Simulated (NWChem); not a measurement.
System: InBrCl2; SMILES [Cl][In]([Cl])[Br]

Here is an NWChem input.

```
start job
memory heap 200 mb stack 900 mb global 1100 mb
geometry units angstroms
  In    -0.356116     0.155634    -0.223113
  Cl    -2.214268    -1.175737    -0.423126
  Cl    -0.268192     2.260661    -1.132192
  Br     1.613170    -0.705021     1.010691
end
basis spherical
  * library def2-svp
end
ecp
  In library def2-ecp
end
dft
  xc pbe0
  iterations 150
end
driver
  maxiter 120
end
task dft optimize
dft
  grid fine
  convergence energy 1d-8 density 1d-7
end
task dft freq numerical
```

Output (shortened):

```
             Northwest Computational Chemistry Package (NWChem) 7.3.0
             --------------------------------------------------------

 C2V symmetry detected

                             Geometry "geometry" -> ""
                             -------------------------

 Output coordinates in angstroms (scale by  1.889725989 to convert to a.u.)

  No.       Tag          Charge          X              Y              Z
 ---- ---------------- ---------- -------------- -------------- --------------
    1 In                  49.0000     0.00000000     0.00000000     0.41410631
    2 Cl                  17.0000     0.00000000    -2.00616659     1.52792136
    3 Cl                  17.0000     0.00000000     2.00616659     1.52792136
    4 Br                  35.0000     0.00000000     0.00000000    -2.06401530

 Effective nuclear repulsion energy (a.u.)     941.6029185179

      Symmetry information
      --------------------

 Group name             C2v
 Group number             16
 Group order               4
 No. of unique centers     3

                                Z-matrix (autoz)
                                --------

 Units are Angstrom for bonds and degrees for angles

      Type          Name      I     J     K     L     M      Value
      ----------- --------  ----- ----- ----- ----- ----- ----------
    1 Stretch                  1     2                       2.29462
    2 Stretch                  1     3                       2.29462
    3 Stretch                  1     4                       2.47812
    4 Bend                     2     1     3               121.92231
    5 Bend                     2     1     4               119.03885
    6 Bend                     3     1     4               119.03885
    7 Torsion                  2     1     3     4         180.00000
    8 Torsion                  2     1     4     3         180.00000
    9 Torsion                  3     1     2     4         180.00000
   10 Torsion                  2     4     1     3         180.00000
   11 Torsion                  3     2     1     4         180.00000
   12 Torsion                  2     3     1     4         180.00000

                           NWChem Geometry Optimization
                           ----------------------------

 maximum gradient threshold         (gmax) =   0.000450
 rms gradient threshold             (grms) =   0.000300
 maximum cartesian step threshold   (xmax) =   0.001800
 rms cartesian step threshold       (xrms) =   0.001200
 fixed trust radius                (trust) =   0.300000
 source of zmatrix                         =   autoz

          -------------------
          Energy Minimization
          -------------------

 Using diagonal initial Hessian
 Scaling for Hessian diagonals: bonds = 1.00  angles = 0.25  torsions = 0.10

          --------
          Step   0

                                 NWChem DFT Module
                                 -----------------

 Summary of "ao basis" -> "ao basis" (spherical)
 ------------------------------------------------------------------------------
       Tag                 Description            Shells   Functions and Types
 ---------------- ------------------------------  ------  ---------------------
 In                         def2-svp                10       26   4s4p2d
 Cl                         def2-svp                 8       18   4s3p1d
 Br                         def2-svp                12       32   5s4p3d

      Symmetry analysis of basis
      --------------------------

        a1         40
        a2         10
        b1         18
        b2         26

            General Information
            -------------------
          SCF calculation type: DFT
          Wavefunction type:  closed shell.
          No. of atoms     :     4
          No. of electrons :    90
           Alpha electrons :    45
            Beta electrons :    45
          Charge           :     0
          Spin multiplicity:     1
          Use of symmetry is: on ; symmetry adaption is: on
          Maximum number of iterations: 150
          AO basis - number of functions:    94
                     number of shells:    38
          Convergence on energy requested:  1.00D-06
          Convergence on density requested:  1.00D-05
          Convergence on gradient requested:  5.00D-04

              XC Information
              --------------
                         PBE0 Method XC Functional
                     Hartree-Fock (Exact) Exchange  0.250
          PerdewBurkeErnzerhof Exchange Functional  0.750
            Perdew 1991 LDA Correlation Functional  1.000 local
           PerdewBurkeErnz. Correlation Functional  1.000 non-local

[...]

      ----------------------
      Optimization converged
      ----------------------

  Step       Energy      Delta E   Gmax     Grms     Xrms     Xmax
  ---- ---------------- -------- -------- -------- -------- --------
@    4   -3683.64183415 -2.2D-07  0.00021  0.00006  0.00025  0.00069
                                     ok       ok       ok       ok

                                Z-matrix (autoz)
                                --------

 Units are Angstrom for bonds and degrees for angles

      Type          Name      I     J     K     L     M      Value     Gradient
      ----------- --------  ----- ----- ----- ----- ----- ---------- ----------
    1 Stretch                  1     2                       2.32393   -0.00005
    2 Stretch                  1     3                       2.32393   -0.00005
    3 Stretch                  1     4                       2.45152   -0.00021
    4 Bend                     2     1     3               118.71391    0.00004
    5 Bend                     2     1     4               120.64305   -0.00002
    6 Bend                     3     1     4               120.64305   -0.00002
    7 Torsion                  2     1     3     4         180.00000    0.00000
    8 Torsion                  2     1     4     3         180.00000    0.00000
    9 Torsion                  3     1     2     4         180.00000    0.00000
   10 Torsion                  2     4     1     3         180.00000    0.00000
   11 Torsion                  3     2     1     4         180.00000    0.00000
   12 Torsion                  2     3     1     4         180.00000    0.00000

                         Geometry "geometry" -> "geometry"
                         ---------------------------------

 Output coordinates in angstroms (scale by  1.889725989 to convert to a.u.)

  No.       Tag          Charge          X              Y              Z
 ---- ---------------- ---------- -------------- -------------- --------------
    1 In                  49.0000     0.00000000     0.00000000     0.37212493
    2 Cl                  17.0000     0.00000000    -1.99941450     1.55660384
    3 Cl                  17.0000     0.00000000     1.99941450     1.55660384
    4 Br                  35.0000     0.00000000     0.00000000    -2.07939888

 Effective nuclear repulsion energy (a.u.)     939.5585754377

      Symmetry information
      --------------------

 Group name             C2v
 Group number             16
 Group order               4
 No. of unique centers     3

                Final and change from initial internal coordinates
                --------------------------------------------------

                                Z-matrix (autoz)
                                --------

 Units are Angstrom for bonds and degrees for angles

[...]

 Rotational Constants
 --------------------
 A=   0.060295 cm-1  (  0.086749 K)
 B=   0.031800 cm-1  (  0.045752 K)
 C=   0.020820 cm-1  (  0.029954 K)

 Temperature                      =   298.15K
 frequency scaling parameter      =   1.0000

 Zero-Point correction to Energy  =    1.849 kcal/mol  (  0.002947 au)
 Thermal correction to Energy     =    5.758 kcal/mol  (  0.009175 au)
 Thermal correction to Enthalpy   =    6.350 kcal/mol  (  0.010119 au)

 Total Entropy                    =   86.182 cal/mol-K
   - Translational                =   42.601 cal/mol-K (mol. weight = 264.7583)
   - Rotational                   =   28.691 cal/mol-K (symmetry #  =        2)
   - Vibrational                  =   14.890 cal/mol-K

 Cv (constant volume heat capacity) =   16.571 cal/mol-K
   - Translational                  =    2.979 cal/mol-K
   - Rotational                     =    2.979 cal/mol-K
   - Vibrational                    =   10.612 cal/mol-K

[normal modes left out]

 ----------------------------------------------------------------------------
 Normal Eigenvalue ||           Projected Infra Red Intensities
  Mode   [cm**-1]  || [atomic units] [(debye/angs)**2] [(KM/mol)] [arbitrary]
 ------ ---------- || -------------- ----------------- ---------- -----------
    1       -0.000 ||    0.000000           0.000         0.000       0.000
    2       -0.000 ||    0.000002           0.000         0.002       0.002
    3       -0.000 ||    0.000013           0.000         0.012       0.011
    4       -0.000 ||    0.000004           0.000         0.004       0.003
    5        0.000 ||    0.000011           0.000         0.011       0.009
    6        0.000 ||    0.000001           0.000         0.001       0.001
    7       76.078 ||    0.005269           0.122         5.137       4.435
    8       92.617 ||    0.009423           0.217         9.186       7.931
    9       92.738 ||    0.011815           0.273        11.517       9.944
   10      257.118 ||    0.014910           0.344        14.535      12.549
   11      374.202 ||    0.041170           0.950        40.135      34.651
   12      401.428 ||    0.059958           1.383        58.450      50.464
 ----------------------------------------------------------------------------
```

Level: PBE0/def2-SVP with def2 effective core potentials on In. This build's default masses of Se (78.918 u) and Br (79.917 u) are each other's, which moves their modes by up to 0.6 %. def2 effective core potentials on In; no spin-orbit coupling.
